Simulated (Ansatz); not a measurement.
The cluster Pb2Se3⁺, relaxed as a doublet with UKS PBE-D4/def2-SVP in Ansatz, starting from the PBE-D4/def2-SVP geometry of the neutral singlet. Force threshold 0.02 eV/Å.

In the def2 sets Pb takes a core potential; there is no spin–orbit coupling. The relaxation made no stability test and no search for a lower SCF solution. The structure comes from a short search, and lower isomers may exist.

Start:

```xyz
5

Pb   -0.0987   -0.2883   -1.8185
Pb    0.4088   -0.3933    1.7544
Se    0.4378    1.9402   -0.0052
Se   -1.7405    0.9228    0.2743
Se    0.9927   -2.1814   -0.2051
```

Question: Estimate the energy that the relaxation releases and the steps that it takes.

Answer: 0.17 eV, in 5 steps; 18 s on 4 threads of Arm Neoverse V1 on a shared host. No frequencies were taken in this run, so the end may be a saddle point.

Question: Does the start keep its bonding and symmetry?

Answer: By distances, no bond broke or formed. The bond that changes most is Pb2–Se5, from 2.72 to 2.79 Å (atoms count from 1). Point group C2v at the start, C2v at the end, both within 0.05 Å.

Question: Predict the relaxed structure.

Answer: 
```xyz
5

Pb   -0.147   -0.234   -1.997
Pb    0.413   -0.350    1.942
Se    0.468    1.823   -0.013
Se   -1.673    0.824    0.262
Se    0.939   -2.063   -0.194
```
Bond lengths (bridged metal pairs left out): 6 × Pb–Se 2.79 to 2.92 Å; 1 × Se–Se 2.38 Å.
